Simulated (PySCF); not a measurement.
Molfile (atoms numbered from 1):
```
C4H13B2N
     RDKit          3D

 20 19  0  0  0  0  0  0  0  0999 V2000
    3.2497   -0.2834    0.2830 B   0  0  0  0  0  0  0  0  0  0  0  0
    1.9274   -0.0359   -0.1589 N   0  0  0  0  0  0  0  0  0  0  0  0
    0.7274   -0.2713    0.5732 B   0  0  0  0  0  0  0  0  0  0  0  0
   -0.7155    0.0371   -0.0040 C   0  0  0  0  0  0  0  0  0  0  0  0
   -1.3775    1.0486    0.9439 C   0  0  0  0  0  0  0  0  0  0  0  0
   -0.6978    0.5969   -1.4267 C   0  0  0  0  0  0  0  0  0  0  0  0
   -1.5129   -1.2753    0.0274 C   0  0  0  0  0  0  0  0  0  0  0  0
    3.4238   -0.7401    1.3866 H   0  0  0  0  0  0  0  0  0  0  0  0
    4.1774   -0.0332   -0.4524 H   0  0  0  0  0  0  0  0  0  0  0  0
    1.8212    0.3477   -1.0946 H   0  0  0  0  0  0  0  0  0  0  0  0
    0.8405   -0.7280    1.6898 H   0  0  0  0  0  0  0  0  0  0  0  0
   -0.8429    2.0126    0.9537 H   0  0  0  0  0  0  0  0  0  0  0  0
   -1.4086    0.6731    1.9787 H   0  0  0  0  0  0  0  0  0  0  0  0
   -2.4165    1.2509    0.6294 H   0  0  0  0  0  0  0  0  0  0  0  0
   -1.7209    0.7944   -1.7888 H   0  0  0  0  0  0  0  0  0  0  0  0
   -0.1474    1.5509   -1.4863 H   0  0  0  0  0  0  0  0  0  0  0  0
   -0.2361   -0.1072   -2.1393 H   0  0  0  0  0  0  0  0  0  0  0  0
   -1.0753   -2.0378   -0.6376 H   0  0  0  0  0  0  0  0  0  0  0  0
   -1.5522   -1.7006    1.0424 H   0  0  0  0  0  0  0  0  0  0  0  0
   -2.5519   -1.1047   -0.3053 H   0  0  0  0  0  0  0  0  0  0  0  0
  1  2  1  0
  2  3  1  0
  3  4  1  0
  4  5  1  0
  4  6  1  0
  4  7  1  0
  1  8  1  0
  1  9  1  0
  2 10  1  0
  3 11  1  0
  5 12  1  0
  5 13  1  0
  5 14  1  0
  6 15  1  0
  6 16  1  0
  6 17  1  0
  7 18  1  0
  7 19  1  0
  7 20  1  0
M  END
```

[PySCF: GIAO HF/pcSseg-1 shieldings; J couplings at B3LYP/pcJ-1 (spin–dipole term only in couplings to heteroatoms); PBE0-D3(BJ)/def2-SVP structure; one conformer; non-relativistic; no solvent; fast rotation and ring inversion assumed for equivalent nuclei]

Question: List the cross peaks expected in HSQC, COSY and HMBC spectra.

Answer: 

HSQC (one-bond C–H):
```tsv
δH	δC	$^{1}J$(C,H) (Hz)
0.88 (H12/H13/H14/H15/H16/H17/H18/H19/H20)	24.7 (C5/C6/C7)	132
```

HMBC (two and three bonds, |J| ≥ 2.5 Hz):
```tsv
δH	δC [abs. J in Hz]
5.09 (H11)	15.1 (C4) [8.4]
0.88 (H12/H13/H14/H15/H16/H17/H18/H19/H20)	24.7 (C5/C6/C7) [5.9]
```

No COSY cross peaks are expected.

Referencing at the same level of theory: $^{1}$H (σref 31.69) and $^{13}$C (σref 190.85) against TMS.

Short H···H contacts in this conformer between protons four or more bonds apart (candidates for NOE cross peaks, intensity ∝ r⁻⁶): H8···H11 2.60 Å, H11···H19 2.66 Å.

OH/NH shifts are gas-phase values; hydrogen bonding in solution moves them, usually downfield. Hydrogens on boron are broadened and split by $^{11}$B (spin 3/2, 80 %) and 10B (spin 3). A carbon bonded to boron is broadened by the quadrupolar boron nucleus and is often missing from a measured spectrum. Shifts are as computed. Against solution values, carbons near 30 ppm lie about -0 ppm off and those near 130 ppm about +7 ppm. Of 1313 compounds with measured shifts, 239 miss one by over three times the rms of a fit or turn the order of signals round; such compounds aren't used in these exercises.
